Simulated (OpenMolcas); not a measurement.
## Cr4+: moving the ligands

Cr4+ with 6 ligands (water) in octahedral coordination (Th) at 1.91 Å. Ligand basis ANO-RCC-VDZP.
```
Cr    0.0000    0.0000    0.0000
O     1.9100    0.0000    0.0000
H     2.4870    0.7797    0.0000
H     2.4870   -0.7797    0.0000
O     0.0000    1.9100    0.0000
H     0.0000    2.4870    0.7797
H     0.0000    2.4870   -0.7797
O    -1.9100    0.0000    0.0000
H    -2.4870    0.7797    0.0000
H    -2.4870   -0.7797    0.0000
O     0.0000   -1.9100    0.0000
H     0.0000   -2.4870    0.7797
H     0.0000   -2.4870   -0.7797
O     0.0000    0.0000    1.9100
H     0.7797    0.0000    2.4870
H    -0.7797    0.0000    2.4870
O     0.0000    0.0000   -1.9100
H     0.7797    0.0000   -2.4870
H    -0.7797    0.0000   -2.4870
```

```json
{"Program": "OpenMolcas 26.06", "Method": "SS-CASPT2, IPEA 0.25 Eh, imaginary shift 0.1 Eh (closed shells correlated: 3s 3p and the ligand valence shells)", "Basis": "ANO-RCC-VTZP [6s5p3d2f1g]", "Scalar Hamiltonian": "DKH2, point nucleus", "Active space": "2 electrons in 5 orbitals (3d)", "State averaging": "2S+1 = 3 even, 10 roots; 2S+1 = 1 even, 15 roots", "Spin-orbit coupling": "state interaction with AMFI integrals over the reference wave functions"}
```

Runs around this geometry, states (labels of O, taken over from Oh, the nearest higher group). Energies in cm-1 above the lowest state or level, χT in cm3 K/mol; under a threefold ground state the first gap can be a small split of the lowest multiplet, not the spin-orbit step; 10Dq and B are least-squares fits to the states below 45000 cm-1, weighted by degeneracy, with a free offset, and given where the rms deviation is under 5 % of |10Dq| (or 100 cm-1) and under 700 cm-1.

```csv
R (Å),Ground state,First state of that spin,10Dq,B (rms of fit),First gap with spin-orbit (degeneracies),χT at 300 K,First state of another spin
1.86,3T1,3T2 25030,25569,807 (680),"6 (2, 3)",0.742,1T2 9930
1.91,3T1,3T2 22580,23214,790 (455),"7 (2, 3)",0.735,1T2 10020
1.98,3T1,3T2 19910,21149,764 (341),"8 (2, 3)",0.727,1T2 10020
```

Taking |10Dq| as R^-n, n = -ln(21149 / 25569) / ln(1.98 / 1.86) = 3.0 between the shortest and longest distance. The point-charge formula for a cubic d site gives n = 5.

Roots that are degenerate in the reference are averaged as groups; the widest CASPT2 spread within a group is 1300 cm-1 (the 3-fold group of multiplicity 1 near 35800 cm-1 above the lowest state of its run, R = 1.91). Shifts and gaps below about the spread of the groups concerned are not significant. Over all roots computed the reference weight is 0.68 to 0.70 in R = 1.86, 0.68 to 0.69 in R = 1.91, 0.67 to 0.69 in R = 1.98; a low but even weight reflects the number of correlated electrons. An orbital triplet at a regular site is open to Jahn-Teller coupling, which can distort the site and quench the lowest spin-orbit gaps and is left out. Ligand-to-metal charge-transfer states are missing. With no ligand orbital active B as a rule stays too high, so bands that hang on it stand too high and its fall with covalency is understated. With one d shell and no ligand orbital active, 10Dq can be off by a tenth or more. The least metal-like active orbital is 82 % on the metal (Löwdin) and no ligand orbital is active, so the numbers are rough (holds for R = 1.86; R = 1.91). The least metal-like active orbital is 83 % on the metal (Löwdin) and no ligand orbital is active, so the numbers are rough (holds for R = 1.98). No measured value stands beside these numbers; the geometry was imposed, not optimised, and the real ion may take another.
